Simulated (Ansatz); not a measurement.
Abridged output of a molecular run in Ansatz:

```
Functional definition: HF
1476 factors; integrals over basis functions are off by at most 1.0e-3 eV
mean field evaluation 1: about -22588.5833 eV, gradient 5.3e1 eV
mean field evaluation 2: about -22588.8674 eV, gradient 5.4e1 eV
mean field evaluation 4: about -22593.9022 eV, gradient 3.3e0 eV
mean field evaluation 8: about -22593.9629 eV, gradient 2.5e-1 eV
mean field -22593.96304787 eV, -830.3128272710 hartree, gradient 2.9e-6 eV, S^2 0.000000; 0 other end points of the search recorded, 0 dependent functions left out
13 core orbitals not correlated: weight in the atoms' cores, before any rotation towards them, 1.000 or more for the frozen orbitals, at most 0.000 for the correlated occupied ones
reference -22593.96304787 eV, -830.3128272710 hartree; 16, 16 occupied and 218, 218 virtual orbitals, 1476 factors
second order -26.23367388 eV of doubles, -0.00000000 eV of singles
cycle   1  -26.35126996 eV  change   -1.2e-1 eV  update   1.1e-1
cycle   2  -26.95756787 eV  change   -6.1e-1 eV  update   3.0e-2
cycle   3  -27.09771379 eV  change   -1.4e-1 eV  update   1.5e-2
cycle   4  -27.07885803 eV  change    1.9e-2 eV  update   3.0e-3
cycle   5  -27.07809589 eV  change    7.6e-4 eV  update   1.4e-3
cycle   6  -27.07903565 eV  change   -9.4e-4 eV  update   3.7e-4
cycle   7  -27.07883104 eV  change    2.0e-4 eV  update   1.4e-4
cycle   8  -27.07876422 eV  change    6.7e-5 eV  update   3.8e-5
cycle   9  -27.07877459 eV  change   -1.0e-5 eV  update   1.4e-5
perturbative correction -0.85805291 eV, -0.0315328629 hartree
Total energy: -22621.89987537 eV, -831.3394867454 hartree
```

Its atoms:

Cartesian coordinates in Å:
```
O -0.269 1.059 1.724
Si -0.709 -0.422 1.184
O -0.064 -0.748 -0.288
Si 0.829 -0.143 -1.494
F 0.348 1.352 -1.792
H -0.637 1.832 1.291
H -2.181 -0.528 1.040
H -0.167 -1.386 2.162
H 0.593 -0.945 -2.711
H 2.257 -0.071 -1.117
```

**Question.** Which basis set was used?
A. cc-pV(D+d)Z
B. def2-TZVPP
C. def2-SVPD
D. def2-SVP

**Answer.** B. It gives 247 functions.

**Question.** Write the keys of the input that set method, charge and spin (a neutral closed shell needs none for the last two).

**Answer.** 
```yaml
correlation: {method: ccsd_t}
```
